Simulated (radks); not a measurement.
Isoelectronic series with 14 electrons, each ion in its NIST ground configuration. All-electron calculation, scalar-relativistic Kohn-Sham, PBE, spin-polarised, spherical densities, finite nucleus; open shells are filled with parallel spins first; Fermi nuclear charge, rms radius of each element as measured or else 0.836 A^(1/3) + 0.57 fm. Program: a radial shooting solver on a logarithmic mesh with Libxc functionals. Total energies (hartree) and mean radii <r> (bohr) (* marks an orbital that is empty in some or all of the ions):

ion,configuration,E (hartree),3p down*,3p up,3s down
Si,[Ne] 3s2 3p2,-289.86592,2.867,2.746,2.163
P+,[Ne] 3s2 3p2,-341.58339,2.165,2.116,1.822
S2+,[Ne] 3s2 3p2,-397.84204,1.782,1.754,1.580
Cl3+,[Ne] 3s2 3p2,-458.63625,1.527,1.509,1.398
Ar4+,[Ne] 3s2 3p2,-523.96729,1.343,1.330,1.257
K5+,[Ne] 3s2 3p2,-593.84006,1.201,1.191,1.142
Ca6+,[Ne] 3s2 3p2,-668.26173,1.088,1.080,1.048
Sc7+,[Ne] 3s2 3p2,-747.24119,0.9950,0.9891,0.9679
Ti8+,[Ne] 3s2 3p2,-830.78869,0.9175,0.9127,0.8999
V9+,[Ne] 3s2 3p2,-918.91561,0.8517,0.8476,0.8410
Cr10+,[Ne] 3s2 3p2,-1011.63422,0.7949,0.7915,0.7895
